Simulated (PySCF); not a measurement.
A PySCF script (with the pyscf-properties extension) for the NMR shieldings of SMILES C=CCCOBP, C₄H₁₀BOP, on a GFN2-xTB geometry:

```python
import basis_set_exchange as bse
import numpy as np
from pyscf import gto, dft
from pyscf.prop import nmr

atoms = """
C    -3.027631    0.421193    0.601776
C    -2.345114   -0.393150   -0.180611
C    -0.860824   -0.426248   -0.372341
C    -0.082310    0.596441    0.452518
O     1.292829    0.504600    0.141544
B     2.233853    0.041056    0.947450
P     4.012452    0.138318    0.259322
H    -2.559565    1.178763    1.205870
H    -4.100335    0.359205    0.670393
H    -2.871982   -1.135816   -0.766972
H    -0.636549   -0.264184   -1.431309
H    -0.495439   -1.427927   -0.121981
H    -0.401318    1.612189    0.196353
H    -0.240687    0.422420    1.523639
H     2.016171   -0.331450    2.047758
H     3.690740   -0.113009   -1.059578
H     4.368713   -1.170371    0.525721
"""
names = dict.fromkeys(["C", "O", "B", "P", "H"], "pcSseg-1")
basis = {el: gto.basis.parse(bse.get_basis(n, elements=[el], fmt="nwchem")) for el, n in names.items()}
mol = gto.M(atom=atoms, basis=basis, charge=0, verbose=0)
mf = dft.RKS(mol, xc="PBE0")
mf.grids.level = 2
mf.grids.alignment = dft.numint.BLKSIZE   # the property module wants whole blocks of grid points
mf.conv_tol = 1e-9
mf.kernel()

calc = nmr.RKS(mf)   # GIAO
C = mf.mo_coeff
Co = C[:, mf.mo_occ > 0]
resp = mf.gen_response(singlet=True, hermi=2)
def vind(x):   # induced exchange potential for any number of trial vectors
    d = np.einsum("pi,xij,qj->xpq", C, 2 * x.reshape(-1, C.shape[1], Co.shape[1]), Co, optimize=True)
    return np.einsum("xpq,pi,qj->xij", resp(d - d.transpose(0, 2, 1)), C, Co, optimize=True).ravel()
mo1, _ = nmr.rhf.solve_mo1(calc, with_cphf=vind)
sigma = calc.kernel(mo1)
for i, s in enumerate(sigma):   # ppm
    w = np.linalg.eigvalsh((s + s.T) / 2)
    print("%2d %-2s iso %8.1f  s11 %8.1f  s22 %8.1f  s33 %8.1f" % (i, mol.atom_pure_symbol(i), w.mean(), *w))
```

Question: What are the results?

Answer: 
```
 0 C  iso     68.3  s11    -43.9  s22     78.6  s33    170.4
 1 C  iso     43.2  s11    -77.2  s22     47.0  s33    159.8
 2 C  iso    147.2  s11    133.6  s22    138.4  s33    169.6
 3 C  iso    110.0  s11     77.7  s22     89.5  s33    162.8
 4 O  iso    110.9  s11    -66.8  s22     69.0  s33    330.6
 5 B  iso     45.6  s11     -7.7  s22     49.1  s33     95.5
 6 P  iso    552.6  s11    505.9  s22    517.9  s33    634.1
 7 H  iso     26.7  s11     23.7  s22     25.1  s33     31.3
 8 H  iso     26.4  s11     24.0  s22     25.3  s33     29.7
 9 H  iso     25.4  s11     23.4  s22     25.0  s33     27.8
10 H  iso     28.9  s11     25.1  s22     28.7  s33     32.8
11 H  iso     29.4  s11     25.6  s22     29.4  s33     33.2
12 H  iso     26.9  s11     22.5  s22     27.6  s33     30.7
13 H  iso     27.4  s11     23.4  s22     28.5  s33     30.3
14 H  iso     25.5  s11     22.8  s22     25.5  s33     28.2
15 H  iso     29.9  s11     25.1  s22     28.2  s33     36.4
16 H  iso     30.1  s11     26.0  s22     27.1  s33     37.0
```

These numbers come from an equivalent density-fitted implementation of the same equations, which agrees with the script to about 0.01 ppm for H and up to a few tenths of a ppm for heavy atoms, so last digits may differ.

Size and cost of the density-fitted run: 176 basis functions, 53 s wall time on 1 thread of an Arm Neoverse N1, shared host; peak memory 0.79 GiB.
